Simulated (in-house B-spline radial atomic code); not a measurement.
A fraction x of an electron is removed from 5p in Pm VI (Pm5+), starting from [Kr] 4d10 4f3 5s2 5p5 and keeping the highest spin. Method: scalar-relativistic (X2C) r2SCAN, spin-polarised, spherical fractional occupations, Fermi nucleus of rms radius 4.962 fm. Calculated with a radial B-spline atomic code at the basis-set limit.

```csv
x,E(x) - E(0) (eV),5p down level (eV)
0,0.0000,-76.835
0.05,3.8582,-77.492
0.13,10.0997,-78.545
0.37,29.3297,-81.705
0.44,35.0813,-82.627
0.5,40.0627,-83.418
0.62,50.1676,-84.998
0.64,51.8702,-85.261
0.83,68.3073,-87.760
0.99,82.5170,-89.860
1,83.4162,-89.991
```

The exact functional would give a straight line between the two integer points. Deviations E(x) - E(0) - x[E(1) - E(0)], in eV: -0.313 at x = 0.05, -0.744 at x = 0.13, -1.534 at x = 0.37, -1.622 at x = 0.44, -1.645 at x = 0.5, -1.55 at x = 0.62, -1.516 at x = 0.64, -0.928 at x = 0.83, -0.065 at x = 0.99.

The curve lies below the straight line by up to 1.645 eV (at x = 0.5): convex, the delocalisation error that favours fractional charges.

Question: How well does Slater's transition state (minus the level at half occupation) give the ionisation energy?

Answer: It gives 83.418 eV against 83.416 eV from the two total energies; NIST lists 85.00 eV, ground level to ground level.
